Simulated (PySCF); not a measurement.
**C6H8FOSi: g tensor and hyperfine couplings**

Species: C₆H₈FOSi (doublet state).
Cartesian coordinates in Å at the GFN2-xTB level; atoms count from 1:
```
atom  x, y, z in Å
C1    -2.897    0.736    0.327
C2    -1.852   -0.181   -0.284
O3    -0.648   -0.050    0.438
Si4    0.766   -0.800    0.284
C5     2.079    0.093    1.372
C6     3.032    0.486    0.569
C7     2.947    0.314   -0.856
C8     1.829   -0.327   -1.230
F9     1.564   -0.600   -2.530
H10   -2.546    1.764    0.298
H11   -3.075    0.460    1.362
H12   -3.827    0.661   -0.228
H13   -1.673    0.083   -1.332
H14   -2.183   -1.225   -0.245
H15    0.708   -2.250    0.454
H16    2.063    0.174    2.441
H17    3.707    0.674   -1.530
```

The hyperfine couplings belong to this conformer and change with its torsions.

Identity: `CCO[Si@@H]1C=[C]C=C1F` [radical].

Method: PySCF 2.14.0, UKS B3LYP, pcH-1 on C F H O Si, non-relativistic, mean-field spin-orbit, GIAO. Geometry: GFN2-xTB, one conformer, isolated molecule. A GFN2-xTB geometry isn't a minimum of the functional, and hyperfine couplings can be far from their values at a DFT geometry. No stability test was run, so a lower SCF solution isn't excluded.

```json
{
 "g1, g2, g3": "2.00166, 2.00224, 2.00300",
 "g_iso": "2.00230",
 "Form of g": "rhombic: the two nearest values differ by 43 % of g3 − g1",
 "⟨S²⟩": "0.7604 (exact 0.7500)",
 "α and β electrons": "38, 37",
 "HOMO–LUMO gap, α and β orbitals": "4.48, 3.85 eV"
}
```

Hyperfine couplings atom by atom, in MHz; T1 to T3 are the principal values of the dipolar part; ρ(0) is the spin density at the nucleus:

| atom | isotope | a_iso | of which spin–orbit | T1 | T2 | T3 | Mulliken spin population | ρ(0) (bohr⁻³) |
| --- | --- | --- | --- | --- | --- | --- | --- | --- |
| C1 | 13C | -0.2 | 0.0 | -0.1 | -0.1 | 0.2 | 0.00 | -0.0002 |
| C2 | 13C | 5.1 | 0.0 | -0.6 | -0.6 | 1.3 | 0.00 | 0.0046 |
| O3 | 17O | -15.8 | 0.0 | -1.6 | 0.6 | 1.0 | 0.00 | 0.0260 |
| Si4 | 29Si | -122.8 | 0.2 | -24.8 | 12.0 | 12.8 | 0.10 | 0.1383 |
| C5 | 13C | -14.7 | 0.0 | -22.7 | 0.2 | 22.6 | -0.12 | -0.0131 |
| C6 | 13C | 369.0 | -0.1 | -75.3 | -55.5 | 130.9 | 0.93 | 0.3283 |
| C7 | 13C | 37.7 | 0.0 | -10.9 | -4.1 | 15.0 | -0.03 | 0.0336 |
| C8 | 13C | 43.5 | 0.0 | -4.6 | 1.5 | 3.1 | 0.05 | 0.0387 |
| F9 | 19F | 15.6 | 0.0 | -30.0 | 0.2 | 29.8 | 0.01 | 0.0037 |
| H10 | 1H | 0.0 | 0.0 | -0.4 | -0.4 | 0.8 | 0.00 | 0.0000 |
| H11 | 1H | 0.0 | 0.0 | -0.4 | -0.3 | 0.7 | 0.00 | 0.0000 |
| H12 | 1H | 0.3 | 0.0 | -0.3 | -0.2 | 0.5 | 0.00 | 0.0001 |
| H13 | 1H | -0.2 | 0.0 | -0.8 | -0.4 | 1.2 | 0.00 | 0.0000 |
| H14 | 1H | -0.5 | 0.0 | -0.7 | -0.5 | 1.2 | 0.00 | -0.0001 |
| H15 | 1H | 16.4 | 0.0 | -1.7 | -1.2 | 2.9 | 0.01 | 0.0037 |
| H16 | 1H | 93.1 | 0.0 | -7.4 | -5.3 | 12.7 | 0.04 | 0.0208 |
| H17 | 1H | 28.5 | 0.0 | -6.6 | -5.1 | 11.7 | 0.01 | 0.0064 |

The Mulliken spin populations are largest on C6 (+0.93), C5 (-0.12) and Si4 (+0.10). No atom but C6 exceeds +0.15.

Axes: g1 points within 7° of the C5–H16 bond.

Under fast tumbling the dipolar parts average out, and these isotropic splittings remain: 1 × 1H (H16, I = 1/2, 2 lines) with 3.32 mT, 1 × 1H (H17, I = 1/2, 2 lines) with 1.02 mT, 1 × 1H (H15, I = 1/2, 2 lines) with 0.58 mT and 1 × 19F (F9, I = 1/2, 2 lines) with 0.56 mT.

The 17O coupling of O3 (-15.8 MHz) shows only in satellite lines or after enrichment, since that isotope makes up about 0.038 % of natural oxygen.

The 29Si coupling of Si4 (-122.8 MHz) shows only in satellite lines or after enrichment, since that isotope makes up about 4.7 % of natural silicon.

β density exceeds α density at some nuclei, such as C5 (-0.0131), spin density in bohr⁻³. In a single determinant that takes different orbitals for the two spins, that is spin polarisation.
